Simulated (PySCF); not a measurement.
PySCF 2.14 output of an unrestricted PBE calculation on a single atom or ion in x2c-QZVPPall (13s8p7d3f2g, 111 functions), with the spin-free X2C one-electron Hamiltonian (Gaussian nucleus):

```
SCF conv_tol = 1e-09
number electrons alpha = 22  beta = 18
    J. P. Perdew, K. Burke, and M. Ernzerhof.,  Phys. Rev. Lett. 77, 3865 (1996)
    J. P. Perdew, K. Burke, and M. Ernzerhof.,  Phys. Rev. Lett. 78, 1396 (1997)
    J. P. Perdew, K. Burke, and M. Ernzerhof.,  Phys. Rev. Lett. 77, 3865 (1996)
    J. P. Perdew, K. Burke, and M. Ernzerhof.,  Phys. Rev. Lett. 78, 1396 (1997)
cycle= 1 E= -3597.81974277187  delta_E= -0.0216  |g|= 0.0533  |ddm|= 0.388
cycle= 2 E= -3597.82004667259  delta_E= -0.000304  |g|= 0.0241  |ddm|= 0.0708
cycle= 3 E= -3597.82021534473  delta_E= -0.000169  |g|= 0.0064  |ddm|= 0.0439
cycle= 4 E= -3597.82022734722  delta_E= -1.2e-05  |g|= 0.00106  |ddm|= 0.00784
cycle= 5 E= -3597.82022816987  delta_E= -8.23e-07  |g|= 0.000392  |ddm|= 0.00261
cycle= 6 E= -3597.82022831202  delta_E= -1.42e-07  |g|= 0.000133  |ddm|= 0.00117
cycle= 7 E= -3597.82022832021  delta_E= -8.19e-09  |g|= 1.46e-05  |ddm|= 0.000235
cycle= 8 E= -3597.82022832032  delta_E= -1.05e-10  |g|= 2.08e-06  |ddm|= 4.29e-05
converged SCF energy = -3597.82022832032  <S^2> = 6.0007888  2S+1 = 5.0003155
```

The run itself started from symmetry-adapted Hartree-Fock orbitals and held the occupation by maximum overlap, on a logarithmic radial grid, so the iterations belong to that start.

Which element, charge and spin multiplicity is this?

Zr (zirconium, neutral), multiplicity 5; the state was [Kr] 4d2 5s1 5p1, one real determinant (an excited configuration).

⟨L²⟩ = 13.87 against 20 for a pure G term, so this real determinant mixes terms.
